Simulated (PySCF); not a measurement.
Compound: C5H5ClF2.
SMILES with atom numbers: `[CH2:1]=[C:2]1[C@@H:3]([C@H:4]([F:5])[Cl:6])[C@@H:7]1[F:8]` (hydrogens: H9, H10 on C1; H11 on C3; H12 on C4; H13 on C7)

Cartesian coordinates in Å at the PBE0-D3(BJ)/def2-SVP level; atoms count from 1:
```
atom  x, y, z in Å
C1     2.0198   -0.4104   -0.6522
C2     0.9267   -0.1983    0.0609
C3    -0.3197    0.5682    0.2388
C4    -1.4885    0.3517   -0.6692
F5    -1.3418    1.0793   -1.8002
Cl6   -3.0093    0.8252    0.1380
C7     0.0968   -0.5076    1.2186
F8     0.4856   -0.1289    2.4564
H9     2.2088    0.1492   -1.5726
H10    2.7665   -1.1437   -0.3348
H11   -0.2159    1.6005    0.5975
H12   -1.6005   -0.7073   -0.9477
H13   -0.4807   -1.4413    1.2394
```

Linear response at PBE0/def2-SVPD (PySCF, frozen core in the response, non-relativistic). Geometry: PBE0-D3(BJ)/def2-SVP, one conformer, isolated molecule.

Static isotropic polarisability: 76.32 au (11.31 Å³), principal values 57.7, 69.5, 101.8 au.

**Question.** What is the polarisability at 1064 nm and at the sodium D line?

**Answer.** 77.00 au at 1064 nm (+0.9 %), 78.62 au at 589.3 nm (+3.0 %). The rise at 589.3 nm is 3.38 times that at 1064 nm; a pure ω² law gives 3.26. The lowest singlet lies at 208 nm, shorter than both wavelengths.

**Question.** What is the isotropic C6 coefficient between two such molecules, C6 = (3/π)∫α(iω)² dω?

**Answer.** 2454 au (Eh·bohr⁶) by a ten-point quadrature over imaginary frequencies, which is 1470 eV·Å⁶ or 141 J·nm⁶/mol.

**Question.** Which effective excitation energy ω̄ makes London's formula C6 = (3/4)α²ω̄ exact here?

**Answer.** ω̄ = 4·C6/(3α²) = 0.562 Eh = 15.3 eV. A one-pole form α(ω) = α/(1 − ω²/ω̄²) fitted to the 1064 nm value gives 12.4 eV.

**Question.** How many electrons N does the Slater–Kirkwood formula C6 = (3/4)·√N·α^(3/2) need to give this C6?

**Answer.** N = (4·C6/3)²/α³ = 24.1; the species has 70 electrons in all.

**Question.** What does −C6/R⁶ come to at R = 12 Å between centres?

**Answer.** -47 J/mol. This is the leading, orientation-averaged term; C8 and higher terms are left out.

**Question.** How anisotropic is the static polarisability, by Δα² = ½[(α1 − α2)² + (α2 − α3)² + (α3 − α1)²]?

**Answer.** Δα = 39.6 au, or 0.52 of the isotropic value.

**Question.** The lowest 6 singlets have (eV, f): 5.96, 0.006; 6.38, 0.008; 6.86, 0.219; 7.10, 0.174; 7.44, 0.046; 7.57, 0.016. What share of the static polarisability do they carry in the sum over states α = Σ f/ω²?

**Answer.** 7.11 au, 9.3 % of α; the largest term, 3.45 au, is that of the state at 6.86 eV. Their oscillator strengths add up to 0.47. Higher states carry the rest.
